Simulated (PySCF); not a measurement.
# Si⁺ (silicon, charge +1): UHF calculation

Configuration: [Ne] 3s2 3p1, 2P determinant. Computed with PySCF 2.14 in x2c-TZVPPall (5s5p3d1f, 42 functions), with the spin-free X2C one-electron Hamiltonian (Gaussian nucleus).

```json
{"Total energy": "-289.173839 hartree", "One-electron energy": "-396.6836 hartree", "Hartree (Coulomb) energy": "127.6497 hartree", "Exchange energy": "-20.1400 hartree", "⟨S²⟩": "0.7661", "⟨L²⟩": "2.049", "Sum of ⟨r⟩": "11.20 bohr", "Sum of ⟨r²⟩": "20.18 bohr²", "Traceless quadrupole moment −½Σ⟨3z² − r²⟩ along its main axis": "-2.96 e·bohr²", "Langevin diamagnetic susceptibility": "-16.0 ×10⁻⁶ cm³/mol"}
```

```tsv
shell	electrons	mean orbital energy (eV)	spread (eV)	rms radius, mean of both spins (bohr)
1s α	1	-1886.8	0	0.129
1s β	1	-1886.6	0	0.129
2s α	1	-177.98	0	0.612
2s β	1	-177.78	0	0.612
2p α	3	-125.54	0.378	0.599
2p β	3	-125.17	0.451	0.599
3s α	1	-24.137	0	2.25
3s β	1	-21.729	0	2.25
3p α	1	-16.195	0	2.67
```

Densities and radii are taken from the X2C orbitals without a picture-change correction, which distorts them close to the nucleus.

Spin-orbit constants ζ (cm⁻¹) from the X2C one-electron operator on these orbitals: bare nucleus, nucleus screened by l(l+1)(2l+1)/3 electrons, and screened by the Breit-Pauli mean field of the electrons.

| shell | bare | screened nucleus | mean field |
| --- | --- | --- | --- |
| 2p | 3894 | 3338 | 3086 |
| 3p | 217.7 | 186.6 | 169.5 |

To first order the Landé constant is A = 169.5 cm⁻¹, so the lowest level has J = 1/2 and lies 0.0210 eV below the centre of the term.
